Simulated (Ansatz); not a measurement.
GaH$_{5}$OSi, SMILES `[SiH3][O][GaH2]`, 8 atoms. The species carries charge 0 and has multiplicity 1. Correlated methods include outer-core shells of Ga, which these sets cover unevenly. Scalar relativity is left out up to krypton. All runs use 4 threads of an Arm Neoverse V2 on a shared host. Correlated methods freeze the cores. Open-shell runs search over several starts.

Question: How many basis functions does each run have, and how long does it take in Ansatz? RKS ωB97M-V/def2-SVP energy; RKS PBE0-D4/def2-QZVPP energy; UKS r2SCAN-D4/def2-TZVPP energy of the cation; UKS B2PLYP (frozen core)/def2-TZVPP energy of the cation; UKS PBE0-D4/def2-TZVPP energy of the cation; RHF-CCSD(T)/def2-TZVPP energy; UHF-CCSD(T)/def2-TZVPP energy of the cation; RKS PBE0-D4/def2-TZVP frequencies; UKS ωB97X-V/def2-TZVPP energy of the cation; RHF-CCSD(T)/def2-SVP energy; direct RPA on PBE orbitals/def2-TZVPP energy; RKS PBE0-D4/def2-TZVP relaxation (26 steps). (Best estimate.)

Answer: Ansatz gave: Other jobs shared the machine, so times are rough.

| level | job | functions | wall time | peak host memory (GiB) |
| --- | --- | --- | --- | --- |
| RHF-CCSD(T)/def2-SVP | energy | 89 | 1.7 s | 0.28 |
| direct RPA on PBE orbitals/def2-TZVPP | energy | 191 | 2.5 s | 0.39 |
| RKS ωB97M-V/def2-SVP | energy | 89 | 3.2 s | 0.26 |
| RKS PBE0-D4/def2-QZVPP | energy | 366 | 4.3 s | 1.1 |
| UKS PBE0-D4/def2-TZVPP | energy of the cation | 191 | 11 s | 0.83 |
| UKS r2SCAN-D4/def2-TZVPP | energy of the cation | 191 | 16 s | 0.52 |
| UKS B2PLYP (frozen core)/def2-TZVPP | energy of the cation | 191 | 17 s | 0.69 |
| UKS ωB97X-V/def2-TZVPP | energy of the cation | 191 | 29 s | 1.1 |
| RHF-CCSD(T)/def2-TZVPP | energy | 191 | 33 s | 2 |
| RKS PBE0-D4/def2-TZVP | relaxation (26 steps) | 146 | 43 s | 0.34 |
| RKS PBE0-D4/def2-TZVP | frequencies | 146 | 48 s | 0.33 |
| UHF-CCSD(T)/def2-TZVPP | energy of the cation | 191 | 3.1 min | 5.1 |
